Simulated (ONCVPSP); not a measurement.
**How hard is this Sn ONCV potential?**

tin (Sn), optimised norm-conserving Vanderbilt (ONCV), made with ONCVPSP 4.0.1 (PW91, scalar-relativistic). Core [Kr] 4d10, reference 5s2 5p2. Waves: 5s: rc 2.15 bohr, ncon 4, nbas 7, qcut 3.1 1/bohr, 2 projectors, debl 0.4 Ha; 5p: rc 2.75 bohr, ncon 5, nbas 9, qcut 2.8 1/bohr, 2 projectors, debl 2.8 Ha; d scattering state at 0.11 Ha: rc 2.30 bohr, ncon 4, nbas 7, qcut 4.3 1/bohr, 2 projectors, debl 0.9 Ha. Local part: polynomial inside 1.70 bohr (lpopt 5, dvloc0 0 Ha). Core correction: none.

**Question.** For each optimised wave give the share of its norm inside rc, the residual kinetic energy above qcut (Ha) and the cutoffs (Ha) for errors of 10, 1, 0.1 and 0.01 mHa per electron.

**Answer.**

```
         wave  norm inside rc  residual KE  10 mHa  1 mHa  0.1 mHa  0.01 mHa
           5s           0.437      3.6e-03     3.9   10.3     23.5      27.8
s projector 2           0.046      6.4e-04     2.1    4.5     10.3      28.3
           5p           0.410      1.2e-03     1.3    4.1     26.8      33.6
p projector 2           0.162      5.4e-02     6.6   28.0     41.0      45.7
d projector 1           0.032      1.8e-03     5.2   13.1     30.8      41.1
d projector 2           0.181      1.9e-02    12.6   40.6     47.8      69.5
```

The occupied waves need 10 Ha and 27 Ha for 1 and 0.1 mHa. The cutoffs count occupied waves only; projector 2 of the d channel, the hardest unoccupied one, needs 41 Ha at the loose tolerance. Note: ghosts flagged at negative energy: d at -20.7 eV; GHOST(+) flagged for s at 23.1 eV, p at 106.5 eV. A true bound ghost makes a file unfit for plane-wave use.
